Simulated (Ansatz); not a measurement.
A geometry relaxed with Ansatz (an electronic-structure program) with B3LYP-D3(BJ)/def2-SVP, charge 0, multiplicity 1:

```xyz
21

H     -2.6674     0.4975    -1.9338
H      0.2611     2.6942     1.5728
C      2.1240    -1.2273    -1.6689
H     -0.7305    -1.7505     2.4905
H      1.3255     2.2031     2.9211
C     -1.9508     1.3294    -1.7964
O      0.8080     0.6622     1.6808
C      1.1036     2.0365     1.8535
H      1.6647    -2.2115    -1.4646
H     -1.1953     1.2671    -2.6005
H     -2.5048     2.2750    -1.9212
C     -1.2768    -2.1385     1.6118
O      1.2002    -0.1587    -1.5654
H     -1.3317    -3.2365     1.7016
O     -0.6329    -1.8347     0.3874
H      1.9913     2.3488     1.2713
O     -1.3757     1.3306    -0.5022
H     -2.3101    -1.7445     1.6488
H      2.9852    -1.1022    -0.9855
H      2.5124    -1.2397    -2.7012
Sn     0.0001    -0.0002     0.0001
```

**Question.** Write the SMILES of this molecule.

**Answer.** `C[O][Sn]([O]C)([O]C)[O]C`
